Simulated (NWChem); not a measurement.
# C3H10Si; SMILES CC(C)[SiH3]

Program: NWChem. Pople sets run with spherical d functions. Geometry: optimised at PBE0/def2-SVP. Not confirmed as a minimum by frequencies.

Order these runs by computing time, cheapest first, and give rough ratios: B3LYP/STO-3G; B3LYP/6-311++G**; B3LYP/6-31G*.

B3LYP/STO-3G (1), B3LYP/6-31G* (3), B3LYP/6-311++G** (10). Ratios are rough, from one shared machine; the cheapest took around 4 core-seconds (rough). What differs between the cheapest and the dearest: highest occupied level (eV) -6.27 → -7.94; orbital gap (eV) 14.01 → 7.62; dipole (D) 0.19 → 0.83.
